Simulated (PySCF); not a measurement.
TlBr2: from structure and modes to constants

All numbers come from UPBE0 in PySCF with Tl def2-SVP with ECP60, Br def2-SVP; scalar-relativistic core potentials, no spin–orbit coupling; density-fitted integrals.

The doublet minimum has C2v symmetry. Masses (u): Tl 204.97441, Br 78.91834.

```xyz
3
charge 0 multiplicity 2, angstrom
Tl    0.0000    0.0000   -0.4435
Br    2.4509    0.0000    0.5754
Br   -2.4509    0.0000    0.5754
```

Harmonic wavenumbers (cm⁻¹): 30.7 (a1, ×1), 159.1 (a1, ×1), 192.6 (b2, ×1).

(1) Find the vibrational entropy and heat capacity at 298.15 K.

(2) Give the standard entropy (298.15 K, 1 bar) by its translational, rotational, vibrational and spin parts, and Cp.

Results:

(1) With u = 1.43878 ω/T, each mode gives S = R[u/(eᵘ−1) − ln(1−e⁻ᵘ)] and C = R u² eᵘ/(eᵘ−1)².
```json
{"ω (cm⁻¹)": "30.7", "u": "0.148", "S (J/(mol K))": "24.20", "C (J/(mol K))": "8.30"}
{"ω (cm⁻¹)": "159.1", "u": "0.768", "S (J/(mol K))": "10.71", "C (J/(mol K))": "7.92"}
{"ω (cm⁻¹)": "192.6", "u": "0.930", "S (J/(mol K))": "9.21", "C (J/(mol K))": "7.74"}
```
The sums over all modes are S = 44.1 and C = 24.0 J/(mol K); the softest mode gives 55 % of the entropy.

(2) Sackur–Tetrode with M = 362.81 u gives 182.4; rotation with symmetry number 2 gives 119.0; vibration 44.1; spin R ln 2 = 5.8. The total is 351.2 J/(mol K), and Cp = 4 R + 24.0 = 57.2 J/(mol K).

Other isomers or separated fragments may lie lower. No spin–orbit coupling is included, which matters more the heavier the element.
